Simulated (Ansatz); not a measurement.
C3H5BrO can be A, `O/C=C\CBr`, or B, `C=C(Br)OC`.

Isolated molecules relaxed with PBE0-D4/def2-TZVP in Ansatz; ΔE leaves out vibrations. CCSD(T)/CBS is the MP2 limit (def2-TZVPP, def2-QZVPP) plus CCSD(T) − MP2 in def2-TZVPP, frozen cores. Functionals use def2-TZVPP. B3LYP here is the variant with VWN-RPA as its local correlation; programs differ in this. For Br outer-core shells are correlated without core-valence functions, which leaves a few kJ/mol of doubt a bond. Scalar relativity is left out up to krypton. Each species was taken in one conformer, which may not be the lowest.

(1) Which is lower in electronic energy at CCSD(T)/CBS, and by how much? (Estimate.)

(2) Give E(B) − E(A) in kcal/mol with MP2/def2-TZVPP, B2PLYP, PBE0-D4, HF/def2-TZVPP, PBE-D4, ωB97M-V, B3LYP-D4. (Estimate.)

Largest T1 diagnostic: 0.010.

Answers

(1) The calculation gave: A, by 12.9 kcal/mol.

(2) Ansatz gave: MP2/def2-TZVPP 12.5, B2PLYP 12.4, PBE0-D4 12.9, HF/def2-TZVPP 13.7, PBE-D4 12.0, ωB97M-V 12.3, B3LYP-D4 12.0. None reverses the order clearly.

In def2-TZVPP, CCSD(T) changes the Hartree–Fock value by −1.4 kcal/mol (the triples alone add −0.5 kcal/mol) and MP2 by −1.1 kcal/mol. From PBE to PBE0 (25 % exact exchange), in def2-TZVPP and without D4, E(B) − E(A) moves by +0.9 kcal/mol.
